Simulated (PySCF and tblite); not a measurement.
Results of a calculation; reference values are marked as such.
System: CH₄BBrO₂, numbered as in [CH3:1][O:2][B:3]([OH:4])[Br:5].

Geometries: B3LYP-D3(BJ)/def2-SVP; energies: PBE/pcSseg-1 + D3(BJ); zero-point and thermal terms from GFN2-xTB harmonic modes (soft modes blended into free rotors). Rates follow Eyring's equation with the number of equivalent paths and no tunnelling. Run with tblite and PySCF.

Spin–orbit effects of heavy atoms on shieldings are missing.

**Question.** How high is the barrier to the rotation about the B3–O4 bond (torsion O2–B3–O4–H from 0° to 180°, rising), through which structure does it pass, and what rate follows at 298 K?

**Answer.** The electronic barrier is 8.4 kcal/mol and ΔG‡(298 K) 7.4 kcal/mol, over a C1 saddle with an imaginary mode of 571i cm⁻¹ (GFN2-xTB). With 2 equivalent paths, k is 4.5×10⁷ s⁻¹, a mean lifetime of the start of 22 ns against this motion. The end lies 0.1 kcal/mol below the start in free energy.
